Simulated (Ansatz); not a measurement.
System: sum formula HSO₃, net charge -1, singlet state. It need not be the lowest isomer of its formula. Whether it binds its extra electron was not tested at this geometry. 
Geometry from a B3LYP-D3(BJ)/def2-TZVP (Ansatz, an electronic-structure program) optimisation:
```xyz
5

O     -0.9721    -0.6010    -0.8910
S     -0.2849    -0.0724     0.3105
O     -0.0435     1.3960     0.2068
O      1.3669    -0.6563     0.1169
H      1.7488     0.0481    -0.4295
```
Charge -1, spin multiplicity 1.

Basis-set convergence of Hartree-Fock and CCSD correlation energies (hartree) with Ansatz. Correlated levels leave the core frozen unless marked. Spin-orbit coupling is left out. No relativistic terms. This anion needs diffuse functions, which these sets lack.

```csv
basis,functions,E(HF),"E(corr, CCSD)"
cc-pV(D+d)Z,70,-622.68269,-0.71348
cc-pV(T+d)Z,143,?,?
```

Q: Some entries are withheld; supply them.

A: 
- cc-pV(T+d)Z, E(HF): -622.81245
- cc-pV(T+d)Z, E(corr, CCSD): -0.91585
